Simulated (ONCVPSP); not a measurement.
**Building the ONCV potential for carbon (PBEsol, scalar-relativistic).**

ONCVPSP 4.0.1 was run on this input:

```
# ATOM AND REFERENCE CONFIGURATION
# atsym  z   nc   nv     iexc    psfile
  C 6.00    1    2  -116133      upf
#
#   n    l    f
    1    0    2.00
    2    0    2.00
    2    1    2.00
#
# PSEUDOPOTENTIAL AND OPTIMIZATION
# lmax
    1
#
#   l,   rc,      ep,       ncon, nbas, qcut
    0    1.05    0.00    5    9    5.70
    1    1.50    0.00    3    7    5.50
#
# LOCAL POTENTIAL
# lloc, lpopt,  rc(5),   dvloc0
    0    5    1.05    0.00
#
# VANDERBILT-KLEINMAN-BYLANDER PROJECTORs
# l, nproj, debl
    0    0    0.80
    1    3    1.10
#
# MODEL CORE CHARGE
# icmod, fcfact, rcfact
    1    0.75    0.00
#
# LOG DERIVATIVE ANALYSIS
# epsh1, epsh2, depsh
   -2.00    5.00    0.02
#
# OUTPUT GRID
# rlmax, drl
    6.00    0.01
#
# TEST CONFIGURATIONS
# ncnf
    4
# nvcnf
#   n    l    f
    2
    2    0    2.00
    2    1    1.00
#
    2
    2    0    2.00
    2    1    0.00
#
    2
    2    0    1.00
    2    1    0.00
#
    2
    2    0    2.00
    2    1    1.50
#
```

Command:

```bash
oncvpsp.x < C.dat > C.out
```

Resulting log (shortened: citation, most of the input echo, consistency checks and plot data are left out):

```
ONCVPSP  (Optimized Norm-Conservinng Vanderbilt PSeudopotential)
scalar-relativistic version 4.0.1

#   n    l    f        energy (Ha)
    1    0    2.00    -9.9974744E+00
    2    0    2.00    -5.0156560E-01
    2    1    2.00    -1.9233060E-01

Reference configufation results
  iterations    25
  all-electron total energy (Ha)   -3.75933575D+01

Begin loop to  construct optimized pseudo wave functions
and semi-local pseudopoentials for all angular momenta

Calculating optimized projector #   1

 for l=   0

    Fraction of norm inside rc  0.234398
    Optimizing pswf for qcut=   5.69 a_B^-1,  ecut=  16.21 Ha
    Residual kinetic energy error=  2.83D-03 Ha

    Energy error per electron        Cutoff
         Ha          eV             Ha
         0.01000     0.27211       12.07
         0.00100     0.02721       20.81
         0.00010     0.00272       97.14
         0.00001     0.00027      181.96

   Wellstate for l =  1  n =  3
     eigenvalue =   0.9077
     asymptotic potential =   1.4077
     half-point radius =  3.1621

   Wellstate for l =  1  n =  4
     eigenvalue =   2.0077
     asymptotic potential =   2.5077
     half-point radius =  3.5920

Calculating optimized projector #   1

 for l=   1

    Fraction of norm inside rc  0.460609
    Optimizing pswf for qcut=   5.51 a_B^-1,  ecut=  15.16 Ha
    Residual kinetic energy error=  1.22D-03 Ha

    Energy error per electron        Cutoff
         Ha          eV             Ha
         0.01000     0.27211       11.12
         0.00100     0.02721       16.08
         0.00010     0.00272       68.50

Calculating optimized projector #   2

 for l=   1

    Fraction of norm inside rc  0.216534
    Optimizing pswf for qcut=   5.51 a_B^-1,  ecut=  15.16 Ha
    Residual kinetic energy error=  3.38D-03 Ha

    Energy error per electron        Cutoff
         Ha          eV             Ha
         0.01000     0.27211       13.03
         0.00100     0.02721       17.65
         0.00010     0.00272       45.55
         0.00001     0.00027       79.62

Calculating optimized projector #   3

 for l=   1

    Fraction of norm inside rc  0.111191
    Optimizing pswf for qcut=   5.51 a_B^-1,  ecut=  15.16 Ha
    Residual kinetic energy error=  7.17D-03 Ha

    Energy error per electron        Cutoff
         Ha          eV             Ha
         0.01000     0.27211       14.38
         0.00100     0.02721       19.67
         0.00010     0.00272       53.87
         0.00001     0.00027      120.95

Construct Vanderbilt / Kleinmman-Bylander projectors

B matrix Hermiticity error, ll=   1
   1   2    4.1748E-05
   1   3   -6.4654E-05
   2   3    3.4498E-05

  Orthonormal projector coefficients -2.4395E+01 -5.2506E+00 -1.3496E+00

Model core correction analysis
  based on d2Exc/dn_idn_j

d2excae - all-electron derivatives

   -3.367275D-02   -2.677417D-02
   -2.714881D-02   -2.375177D-02

d2excps - pseudofunction derivatives with no core correction

   -3.376796D-02   -2.893582D-02
   -2.930887D-02   -2.577669D-02

rms 2nd derivative error    1.833576E-03

Polynomial model core charge

d2excps - pseudofunction derivatives with core correction

   -3.288420D-02   -2.822900D-02
   -2.860243D-02   -2.499602D-02

rms 2nd derivative error    1.264865E-03

Pseudoatom total energy   -5.343789

Diagnostic tests using Vanderbilt-Kleinman-Bylander pseudopotentials
  1 or more projectors used as specified by nproj input data

   l    rcore       rmatch      e in        delta e   norm test  slope test

   0   1.0519859   1.0839265  -0.5015656  -0.0000047   1.0000006   0.9999838

   1   1.5062212   1.5519534  -0.1923306  -0.0000765   0.9999517   0.9992543
   1   1.5062212   1.5519534   0.9076694  -0.0000203   1.0000289   1.0000289
   1   1.5062212   1.5519534   2.0076694  -0.0000261   1.0001989   1.0001989

 Testing for bound ghosts
   n   l    E NL Schr. Eq   E Basis Diag.   E Cutoff

   2   1       -0.192407       -0.176827    132.86

 Testing for highly-localized positive-energy ghosts
       l    <radius>/rc     E Basis Diag.   E Cutoff

Test configuration 0

   n   l     f        eae           eps        diff
   1   0  2.0000   -9.99747441
   2   0  2.0000   -0.50156560   -0.50157026   -4.66D-06
   2   1  2.0000   -0.19233060   -0.19240714   -7.65D-05

    Total energies and differences
      AE_ref= -3.75933575D+01  AE_tst= -3.75933575D+01  dif=  0.00D+00
      PS_ref= -5.34378917D+00  PS_tst= -5.34378917D+00  dif=  1.87D-14
      PSP excitation error= -1.87D-14

Test configuration 1

   n   l     f        eae           eps        diff
   1   0  2.0000  -10.54785737
   2   0  2.0000   -0.94151944   -0.94059708    9.22D-04
   2   1  1.0000   -0.62131130   -0.61905695    2.25D-03

    Total energies and differences
      AE_ref= -3.75933575D+01  AE_tst= -3.71968820D+01  dif=  3.96D-01
      PS_ref= -5.34378917D+00  PS_tst= -4.94799974D+00  dif=  3.96D-01
      PSP excitation error=  6.86D-04

Test configuration 2

   n   l     f        eae           eps        diff
   1   0  2.0000  -11.28617539
   2   0  2.0000   -1.47651988   -1.46985022    6.67D-03

    Total energies and differences
      AE_ref= -3.75933575D+01  AE_tst= -3.63142155D+01  dif=  1.28D+00
      PS_ref= -5.34378917D+00  PS_tst= -4.07182250D+00  dif=  1.27D+00
      PSP excitation error=  7.18D-03

Test configuration 3

   n   l     f        eae           eps        diff
   1   0  2.0000  -12.14149460
   2   0  1.0000   -2.05186602   -2.04098082    1.09D-02

    Total energies and differences
      AE_ref= -3.75933575D+01  AE_tst= -3.45515773D+01  dif=  3.04D+00
      PS_ref= -5.34378917D+00  PS_tst= -2.31789632D+00  dif=  3.03D+00
      PSP excitation error=  1.59D-02

Test configuration 4

   n   l     f        eae           eps        diff
   1   0  2.0000  -10.24752781
   2   0  2.0000   -0.70771968   -0.70758070    1.39D-04
   2   1  1.5000   -0.39134067   -0.39083976    5.01D-04

    Total energies and differences
      AE_ref= -3.75933575D+01  AE_tst= -3.74488371D+01  dif=  1.45D-01
      PS_ref= -5.34378917D+00  PS_tst= -5.19933605D+00  dif=  1.44D-01
      PSP excitation error=  6.73D-05
```

The run took about 2.8 s on one core of a shared server CPU.
